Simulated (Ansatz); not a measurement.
Isolated molecules relaxed with PBE0-D4/def2-TZVP in Ansatz; ΔE leaves out vibrations. CBS: MP2 limit from def2 TZ/QZ plus the TZ coupled-cluster correction, frozen cores. Functionals use def2-TZVPP. For As, Ge outer-core shells are correlated without core-valence functions, which leaves a few kJ/mol of doubt a bond. Scalar relativity is left out up to krypton. One conformer a species, not always the lowest.

Reaction (cleavage of the Ge–Si bond): `C[SiH](F)[GeH3]` + `O[AsH2]` → `O[AsH][GeH3]` + `C[SiH2]F`

`C[SiH](F)[GeH3]`:

Z-matrix (Å, degrees):
```
C
Si 1 1.858
H 1 1.094 2 110.0
H 1 1.093 2 110.7 3 119.4
H 1 1.092 2 111.3 3 -119.8
F 2 1.609 1 108.8 3 -177.7
Ge 2 2.382 1 112.3 3 62.6
H 2 1.488 1 110.4 3 -60.8
H 7 1.539 2 111.0 1 57.3
H 7 1.540 2 109.7 1 -61.8
H 7 1.537 2 111.6 1 178.4
```

`O[AsH2]`:

Cartesian coordinates in Å:
```
O 0.410 -0.599 0.841
As -0.113 0.082 -0.743
H 0.863 -1.428 0.669
H -1.530 0.439 -0.299
H 0.369 1.505 -0.468
```

`O[AsH][GeH3]`:

Z-matrix (Å, degrees):
```
Ge
As 1 2.432
H 1 1.535 2 110.9
H 1 1.537 2 108.8 3 -120.7
H 1 1.540 2 108.5 3 120.8
O 2 1.812 1 95.1 3 43.1
H 2 1.530 1 91.6 3 -53.2
H 6 0.961 2 107.6 1 140.0
```

`C[SiH2]F`:

```xyz
8

C    -0.438    0.608   -0.639
Si    0.390   -0.565    0.534
F     0.508    0.123    1.978
H     0.135    1.532   -0.739
H    -0.521    0.151   -1.629
H    -1.444    0.860   -0.297
H    -0.396   -1.813    0.702
H     1.767   -0.897    0.090
```

| level | ΔE (kJ/mol) |
| --- | --- |
| r2SCANh | -23.4 |
| MP2/def2-QZVPP | -28.4 |

(1) What does CCSD(T)/CBS give? (Best estimate.)

Largest T1 diagnostic among the species: 0.012.

Results:

(1) Ansatz gave: -23.3 kJ/mol. The listed levels differ from it by -0.1, -5.1 kJ/mol.

Leaving LDA and LC-ωPBE aside and taking each functional with its dispersion term where it has one, the values, not all of them listed here, spread over 9.2 kJ/mol, from B2PLYP to B97M-V. LDA lies +3.2 kJ/mol from PBE without D4.
